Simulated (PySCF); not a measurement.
Potential energy of RuO along the bond

Set-up: basis Ru def2-TZVPPD with ECP28, O def2-TZVPPD; scalar-relativistic core potentials; PySCF 2.14. Energies in eV from Ru (4d7 5s1) + O in their ground configurations at the same level. State: ⁵Δ (quintet), unpaired electrons σ ↑, π ↑↑, δ ↑.

All columns are PBE0. A positive dipole means Ru(−)O(+).

```tsv
R (Å)	E (eV)	μ (D)	Mulliken charge on Ru (basis-dependent)	HOMO (eV)	LUMO (eV)	Mayer bond order	⟨S²⟩
1.456	-2.916	-1.77	0.61	-6.06	-2.62	2.04	6.00
1.524	-3.966	-2.41	0.60	-6.23	-2.69	2.02	6.01
1.591	-4.539	-3.00	0.59	-6.32	-2.75	2.00	6.01
1.642	-4.737	-3.43	0.58	-6.39	-2.79	1.98	6.01
1.693	-4.787	-3.83	0.58	-6.47	-2.82	1.96	6.01
1.744	-4.725	-4.20	0.57	-6.54	-2.85	1.94	6.01
1.812	-4.519	-4.66	0.57	-6.63	-2.88	1.92	6.01
1.896	-4.130	-5.15	0.57	-6.59	-2.94	1.89	6.02
1.998	-3.564	-5.61	0.57	-6.53	-3.15	1.85	6.02
2.133	-2.761	-6.01	0.56	-6.36	-3.32	1.79	6.03
```

A fit through these points gives, at Re = 1.688 Å, μ = -3.79 D and dμ/dR = -7.68 D/Å; the reduced mass is 13.82 u.

How strong is the fundamental in the double-harmonic approximation, I = 42.26·(dμ/dR)²/μred km/mol?

I = 42.26·(-7.68)²/13.82 = 180 km/mol at PBE0.

The metal atom is held in its measured ground configuration; semilocal functionals can put another filling of s and d lower by some tenths of an eV, and De to that atom would be smaller. These are scalar-relativistic numbers at best; spin–orbit coupling would shift them, the dissociation energy most. The state is the lowest single determinant that the PBE0 search found; with open d or f shells the true ground state can be another one.
